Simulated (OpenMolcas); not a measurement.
A ladder of methods for GeO (SMILES [O]=[Ge])

GeO has 2 atoms, charge 0, and is taken as a singlet. SMILES: `[O]=[Ge]`. The shape is that of a PBE0-D4/def2-TZVP optimisation.

```xyz
2

O     0.0000    0.0000   -0.0230
Ge    0.0000    0.0000    1.5995
```

Quantity: the vertical ionisation energy (to the doublet cation), in eV. The values are calculated.

```
                                  level                   kind     program  value (eV)  less CCSD(T)/cc-pVTZ  CPU time (all runs)
                          SVWN5/cc-pVTZ                    LDA  OpenMolcas       11.32                 +0.23                 21 s
                            PBE/cc-pVTZ                    GGA  OpenMolcas       10.97                 -0.12                 32 s
                         revPBE/cc-pVTZ                    GGA  OpenMolcas       10.88                 -0.21                 31 s
                          M06-L/cc-pVTZ               meta-GGA  OpenMolcas       10.81                 -0.28                 41 s
                          B3LYP/cc-pVTZ          global hybrid  OpenMolcas       11.06                 -0.03                 30 s
                         M06-2X/cc-pVTZ        hybrid meta-GGA  OpenMolcas       10.89                 -0.20                 43 s
                           PBE0/cc-pVTZ          global hybrid  OpenMolcas       10.96                 -0.13                 32 s
CCSD(T)/cc-pVTZ, open shells restricted  coupled cluster or CI  OpenMolcas       11.09                  0.00                 41 s
```

CCSD(T)/cc-pVTZ, open shells restricted is the highest level here, not the true value. All-electron rows without a relativistic Hamiltonian named are non-relativistic. The values span 10.81 to 11.32 eV. In the correlated wave-function rows the outer d shell of Ge is correlated, in sets not made for it. Times are those of the runs behind each value, whatever else they computed, on shared processors of several kinds: orders of magnitude only.
